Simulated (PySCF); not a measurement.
From one molecule to another.

First species: C3H12F2N2Si2.
SMILES: `CN(C)[Si@H](F)N[SiH2]CF`

Second species: C5H11ClOSi.
Numbering: `[CH3:1][C:2](=[O:3])[CH2:4][C@@:5]([CH3:6])([SiH3:7])[Cl:8]` (hydrogens: H9, H10, H11 on C1; H12, H13 on C4; H14, H15, H16 on C6; H17, H18, H19 on Si7)

Levels: PBE0/pcSseg-1 for dipole moment, HOMO energy, LUMO energy and HOMO–LUMO gap; GFN2-xTB for rotational constant A and rotational constant C. Geometries: GFN2-xTB. Each structure is a single optimised conformer of the isolated species, non-relativistic unless stated; the electronic structure was computed with PySCF and density fitting.

Dipoles, sizes and rotational constants follow the conformer. The torsions of the flexible species, by atom-mapped SMILES:
- `[CH3:1][N:2]([CH3:3])[Si@H:4]([F:5])[NH:6][SiH2:7][CH2:8][F:9]`: C1–N2–Si4–F5 -39°, N2–Si4–N6–Si7 -179°, Si4–N6–Si7–C8 175°, N6–Si7–C8–F9 51°
- `[CH3:1][C:2](=[O:3])[CH2:4][C@@:5]([CH3:6])([SiH3:7])[Cl:8]`: C1–C2–C4–C5 -149°, C2–C4–C5–C6 -170°

Values for the first species:

| Item | Value |
| --- | --- |
| Dipole moment | 2.37 D |
| HOMO energy | -6.69 eV |
| LUMO energy | 0.52 eV |
| HOMO–LUMO gap | 7.21 eV |
| Rotational constant A | 1.991 GHz |
| Rotational constant C | 0.468 GHz |

Question: Estimate the same properties for the second species, and the change in each.

Answer: 
```tsv
property	first	second	second less first
dipole moment	2.37 D	3.96 D	+1.59 D
HOMO energy	-6.69 eV	-7.67 eV	-0.98 eV
LUMO energy	0.52 eV	-0.97 eV	-1.49 eV
HOMO–LUMO gap	7.21 eV	6.70 eV	-0.51 eV
rotational constant A	1.991 GHz	1.788 GHz	-0.203 GHz
rotational constant C	0.468 GHz	0.964 GHz	+0.496 GHz
```

On the first: The dipole equals about 7.9 × 10⁻³⁰ C·m (1 D = 3.33564 × 10⁻³⁰ C·m). A dipole of 2.37 D is allowed in C1, and pure rotational transitions are dipole-allowed.

On the second: A dipole of 3.96 D is allowed in C1, and pure rotational transitions are dipole-allowed. The dipole matches unit charges of opposite sign 0.82 Å apart (1 e·Å = 4.8032 D).
